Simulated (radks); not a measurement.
All-electron atom: K I in [Ar] 4s1.

Calculated with a radial shooting solver on a logarithmic mesh with Libxc functionals: scalar-relativistic Kohn-Sham, PBE, spin-polarised, spherical densities, finite nucleus; open shells are filled with parallel spins first; Fermi nuclear charge, rms radius 3.4349 fm.

Energy parts (hartree):
part                       energy
total                  -602.09154
kinetic                 605.70273
electron-nucleus      -1432.91379
Hartree                 258.48201
exchange-correlation    -33.36248

Orbitals (lengths in bohr, moments of r in powers of bohr; <r^-3> diverges for s and p1/2; r(90%) holds 90 % of the orbital's charge):
orbital  occ.  eigenvalue (hartree)  <r^-3>  r(90%)     <r^2>
1s up       1             -129.4374       -   0.145  0.008837
1s down     1             -129.4369       -   0.145  0.008837
2s up       1             -12.98483       -   0.604    0.1781
2s down     1             -12.98435       -   0.604    0.1781
2p up       3             -10.29160   154.9   0.579    0.1524
2p down     3             -10.29116   154.9   0.579    0.1524
3s up       1              -1.29722       -    1.92     1.867
3s down     1              -1.29516       -    1.91     1.862
3p up       3              -0.69030   14.34    2.25     2.462
3p down     3              -0.68716   14.42    2.23     2.439
4s up       1              -0.09344       -    7.44     27.99

The highest occupied level is 4s up at -2.543 eV. For comparison, the ionisation energy in NIST's Atomic Spectra Database is 4.341 eV (measured). In exact Kohn-Sham theory the highest level is minus the ionisation energy, but local and semilocal functionals leave it too shallow, through self-interaction and a potential that decays too fast; potentials with the right tail come closer. The spin density at the nucleus is 1.201 e/bohr^3 (1s 0.015, 2s 0.001, 3s -0.034, 4s 1.219). The electron density at the nucleus is 5213 e/bohr^3 (large components only). Spin moment in Bohr magnetons: 1.
